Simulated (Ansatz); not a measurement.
An input meant for Si₅₀H₅₄⁻, a nanocrystal cut from hexagonal silicon (charge -1, doublet; atoms displaced at random, 0.08 Å in each coordinate).

```yaml
crystal:
  periodic: [false, false, false]
  atoms:
    - {symbol: Si, position_ang: [-1.189896, -5.085725, -1.464485]}
    - {symbol: Si, position_ang: [-3.280643, -3.974704, -0.848982]}
    - {symbol: Si, position_ang: [-1.386667, -5.289769, 2.588511]}
    - {symbol: Si, position_ang: [-3.318456, -4.214487, 1.635501]}
    - {symbol: Si, position_ang: [-3.111411, -1.888568, -3.855513]}
    - {symbol: Si, position_ang: [-3.127658, -1.930545, -1.670603]}
    - {symbol: Si, position_ang: [-5.170092, -0.658839, -0.835730]}
    - {symbol: Si, position_ang: [-3.256931, -1.998616, 2.236741]}
    - {symbol: Si, position_ang: [-5.177512, -0.828173, 1.621197]}
    - {symbol: Si, position_ang: [-5.107440, 1.565120, -1.512149]}
    - {symbol: Si, position_ang: [-5.229443, 1.335229, 2.395733]}
    - {symbol: Si, position_ang: [2.582298, -5.156629, -1.469732]}
    - {symbol: Si, position_ang: [0.701120, -4.082562, -0.654535]}
    - {symbol: Si, position_ang: [0.502520, -4.122476, 1.685621]}
    - {symbol: Si, position_ang: [0.617969, -1.862378, -3.751171]}
    - {symbol: Si, position_ang: [-1.456119, -0.771699, -4.767894]}
    - {symbol: Si, position_ang: [0.707252, -1.748779, -1.497304]}
    - {symbol: Si, position_ang: [-1.190250, -0.826789, -0.617407]}
    - {symbol: Si, position_ang: [0.621520, -1.898967, 2.541821]}
    - {symbol: Si, position_ang: [-1.328282, -0.738302, 1.620721]}
    - {symbol: Si, position_ang: [0.740238, -1.872163, 4.912338]}
    - {symbol: Si, position_ang: [-1.054309, -0.543965, 5.863177]}
    - {symbol: Si, position_ang: [-1.296717, 1.518771, -3.832723]}
    - {symbol: Si, position_ang: [-1.394867, 1.405688, -1.503206]}
    - {symbol: Si, position_ang: [-3.176281, 2.672675, -0.594890]}
    - {symbol: Si, position_ang: [-1.382462, 1.382176, 2.565637]}
    - {symbol: Si, position_ang: [-3.223861, 2.559446, 1.771473]}
    - {symbol: Si, position_ang: [-1.210854, 1.533068, 4.933401]}
    - {symbol: Si, position_ang: [-3.028008, 4.782816, -1.291345]}
    - {symbol: Si, position_ang: [4.392499, -4.098602, -0.605622]}
    - {symbol: Si, position_ang: [4.782203, -3.974535, 1.613556]}
    - {symbol: Si, position_ang: [4.548330, -1.764059, -3.789117]}
    - {symbol: Si, position_ang: [2.476449, -0.892102, -4.651037]}
    - {symbol: Si, position_ang: [4.582138, -1.821810, -1.495984]}
    - {symbol: Si, position_ang: [2.629093, -0.773052, -0.632274]}
    - {symbol: Si, position_ang: [4.410648, -1.816022, 2.540040]}
    - {symbol: Si, position_ang: [2.568985, -0.629119, 1.842627]}
    - {symbol: Si, position_ang: [2.517430, 1.432019, -4.021576]}
    - {symbol: Si, position_ang: [0.636341, 2.637451, -4.614377]}
    - {symbol: Si, position_ang: [2.399374, 1.478703, -1.521232]}
    - {symbol: Si, position_ang: [0.773902, 2.659146, -0.665992]}
    - {symbol: Si, position_ang: [2.598978, 1.468177, 2.611654]}
    - {symbol: Si, position_ang: [0.578230, 2.580933, 1.626699]}
    - {symbol: Si, position_ang: [0.647682, 4.745476, -3.829022]}
    - {symbol: Si, position_ang: [0.763313, 4.825335, -1.445311]}
    - {symbol: Si, position_ang: [-1.195189, 6.026984, -0.825752]}
    - {symbol: Si, position_ang: [0.449183, 4.832722, 2.648210]}
    - {symbol: Si, position_ang: [-0.881477, 6.205628, 1.822472]}
    - {symbol: Si, position_ang: [4.600360, 2.584012, -0.798135]}
    - {symbol: Si, position_ang: [4.402059, 2.536226, 1.735166]}
    - {symbol: H, position_ang: [-1.270191, -6.628420, -1.241066]}
    - {symbol: H, position_ang: [-1.081634, -4.960994, -3.110047]}
    - {symbol: H, position_ang: [-4.295501, -4.634685, -1.313544]}
    - {symbol: H, position_ang: [-1.462519, -6.736277, 2.029762]}
    - {symbol: H, position_ang: [-1.465071, -5.089030, 3.988891]}
    - {symbol: H, position_ang: [-4.417502, -4.756308, 2.060474]}
    - {symbol: H, position_ang: [-3.125937, -3.214483, -4.316912]}
    - {symbol: H, position_ang: [-4.418726, -1.147391, -4.510700]}
    - {symbol: H, position_ang: [-6.392501, -1.444096, -1.165529]}
    - {symbol: H, position_ang: [-3.275497, -1.819712, 3.732938]}
    - {symbol: H, position_ang: [-6.403824, -1.549846, 1.965845]}
    - {symbol: H, position_ang: [-5.114741, 1.367515, -2.977619]}
    - {symbol: H, position_ang: [-6.315822, 2.164158, -1.045941]}
    - {symbol: H, position_ang: [-6.339758, 2.036512, 2.019093]}
    - {symbol: H, position_ang: [-5.210641, 1.436097, 4.009473]}
    - {symbol: H, position_ang: [2.822043, -6.657484, -1.019441]}
    - {symbol: H, position_ang: [2.582638, -5.101230, -2.966242]}
    - {symbol: H, position_ang: [1.814296, -4.879560, 2.181133]}
    - {symbol: H, position_ang: [0.813635, -3.127002, -4.262230]}
    - {symbol: H, position_ang: [-1.205532, -0.738695, -6.104502]}
    - {symbol: H, position_ang: [0.675506, -3.164084, 5.436690]}
    - {symbol: H, position_ang: [1.986416, -1.320245, 5.279968]}
    - {symbol: H, position_ang: [-2.155500, -1.327635, 5.760069]}
    - {symbol: H, position_ang: [-0.646412, -0.361462, 7.499376]}
    - {symbol: H, position_ang: [-2.387031, 2.158606, -4.402687]}
    - {symbol: H, position_ang: [-3.295861, 3.726070, 2.198079]}
    - {symbol: H, position_ang: [-2.502438, 2.293517, 5.483978]}
    - {symbol: H, position_ang: [-0.092446, 2.428716, 5.329635]}
    - {symbol: H, position_ang: [-3.204305, 4.899842, -2.830824]}
    - {symbol: H, position_ang: [-4.372127, 5.664405, -0.966826]}
    - {symbol: H, position_ang: [5.758033, -4.638312, -1.302404]}
    - {symbol: H, position_ang: [4.043002, -5.042281, 2.364872]}
    - {symbol: H, position_ang: [6.257786, -4.114544, 2.058122]}
    - {symbol: H, position_ang: [4.548839, -3.181132, -4.367893]}
    - {symbol: H, position_ang: [5.742353, -1.226304, -4.332293]}
    - {symbol: H, position_ang: [2.507322, -0.740780, -6.146227]}
    - {symbol: H, position_ang: [5.683380, -1.042472, -0.949654]}
    - {symbol: H, position_ang: [4.330084, -1.658477, 4.041678]}
    - {symbol: H, position_ang: [5.569911, -0.965724, 1.988189]}
    - {symbol: H, position_ang: [3.935396, 2.187842, -4.144662]}
    - {symbol: H, position_ang: [0.633217, 2.574692, -6.166047]}
    - {symbol: H, position_ang: [2.496264, 1.347093, 4.093098]}
    - {symbol: H, position_ang: [-0.558522, 5.582516, -4.222271]}
    - {symbol: H, position_ang: [1.921317, 5.443262, -4.388532]}
    - {symbol: H, position_ang: [1.935918, 5.532056, -0.934344]}
    - {symbol: H, position_ang: [-1.023822, 7.144145, -1.404249]}
    - {symbol: H, position_ang: [0.519929, 4.770411, 4.107764]}
    - {symbol: H, position_ang: [1.951219, 5.329478, 1.999902]}
    - {symbol: H, position_ang: [-2.276881, 6.019356, 2.361875]}
    - {symbol: H, position_ang: [-0.541435, 7.580901, 1.902682]}
    - {symbol: H, position_ang: [5.672884, 1.907620, -1.195445]}
    - {symbol: H, position_ang: [4.455013, 4.078922, -1.058208]}
    - {symbol: H, position_ang: [5.563299, 1.856890, 2.144300]}
    - {symbol: H, position_ang: [4.263619, 3.991882, 2.362100]}
basis:
  gaussian: {orbitals: STO-3G, final_grid: {core_spheres: 1, valence_spheres: 1, degree: 1}}
total_charge: -1
magnetization: {spin_polarized: true, initial_magnetization: 1}
hamiltonian: {xc: {name: r2SCAN}}
```

```sh
$ ansatz run in.yaml --threads 11 --pin off --events-out ev --progress --plain --max-ram 174080MiB --backend cuda --devices 0, --max-vram 75GiB
```

Output, abridged:

```
Functional definition: r2SCAN
9048 factors; their error is unknown
mean field evaluation 1: about -390168.9623 eV, gradient 5.1e1 eV
mean field evaluation 2: about -390084.1562 eV, gradient 9.7e1 eV
mean field evaluation 4: about -390188.1545 eV, gradient 8.7e0 eV
mean field evaluation 8: about -390188.7109 eV, gradient 5.3e0 eV
mean field evaluation 16: about -389258.8249 eV, gradient 2.6e1 eV
mean field evaluation 32: about -389270.7540 eV, gradient 9.3e-1 eV
mean field -389270.79882303 eV, -14305.4379995221 hartree, gradient 8.6e-6 eV, S^2 0.753103; 6 other end points of the search recorded, 0 dependent functions left out
reference -389270.79882421 eV, -14305.4379995656 hartree; 378, 377 occupied and 126, 127 virtual orbitals, 9048 factors
Total energy: -389270.79882421 eV, -14305.4379995656 hartree
```

(1) What is wrong with this run?

Answers

(1) The integration grid is far too coarse. The calculation finished and met its thresholds. The result belongs to that input, not to the species as meant. The highest occupied level of an anion often lies above zero with these methods, and sets without diffuse functions describe the outer electron poorly.
